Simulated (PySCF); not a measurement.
**As⁺: ionisation energy**

As⁺ [Ar] 3d10 4s2 4p2 (3P) → As²⁺ [Ar] 3d10 4s2 4p1 (2P), as a difference of total energies. Calculation: PySCF 2.14, in cc-pVTZ-DK (6s5p3d1f, 43 functions); the spin-free X2C one-electron Hamiltonian (Gaussian nucleus). Correlated levels: valence: [Ar] 3d10 frozen. The calculations carry no spin-orbit coupling.

```
           method  ionisation energy (eV)
              UHF                  17.977
             MN15                  18.614
             BP86                  18.601
    MP2 (valence)                  18.348
SCS-MP2 (valence)                  18.273
   CCSD (valence)                  18.380
CCSD(T) (valence)                  18.404
```

Q: How much does correlation contribute at CCSD(T) (valence)?

A: 18.404 − (17.977) = 0.427 eV, measured against UHF.

The reference lies between the lowest fine-structure levels, while these numbers refer to the centres of the terms.

Errors of the correlated levels include the incompleteness of this basis and the frozen core.

For comparison: 18.589 eV (measured; NIST Atomic Spectra Database, ionization energies).
